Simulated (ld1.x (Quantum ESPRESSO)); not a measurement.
An all-electron radial function and its pseudo partner (silicon)

Columns: radius, all-electron u(r) and pseudo u(r) of the 3s shell (level -10.78 eV) of silicon in the configuration [Ne] 3s2 3p2; Wu–Cohen, scalar-relativistic, TM scheme, ld1.x (Quantum ESPRESSO) 7.5.

```csv
r (bohr),all-electron,pseudo
0.135,0.0374,0.0339
0.270,-0.2646,0.0705
0.405,-0.3370,0.1125
0.540,-0.2380,0.1629
0.675,-0.0635,0.2243
0.810,0.1259,0.2981
0.945,0.2995,0.3834
1.080,0.4440,0.4748
1.215,0.5567,0.5634
1.350,0.6390,0.6388
1.485,0.6939,0.6933
1.620,0.7251,0.7250
1.755,0.7368,0.7368
1.890,0.7330,0.7330
2.025,0.7171,0.7171
2.160,0.6924,0.6924
2.295,0.6614,0.6614
2.430,0.6263,0.6263
2.565,0.5886,0.5886
2.700,0.5498,0.5498
2.835,0.5108,0.5108
2.970,0.4723,0.4723
3.105,0.4349,0.4349
3.240,0.3990,0.3990
3.375,0.3648,0.3648
3.510,0.3325,0.3325
```

Question: How many radial nodes do the two functions have?

Answer: The all-electron 3s function has n − l − 1 = 2; the pseudo-wave has 0, since the states of the same l below it are removed with the core.

Question: At about which radius was the pseudo-wave matched?

Answer: 1.80 bohr. The columns agree to 0.0005 from 1.62 bohr on; several derivatives are matched, so the curves merge somewhat inside the radius.

Question: Is the pseudo-wave norm-conserving?

Answer: Yes: the TM scheme keeps the norm inside the radius equal to the all-electron one, which fixes the energy derivative of the logarithmic derivative at the level.
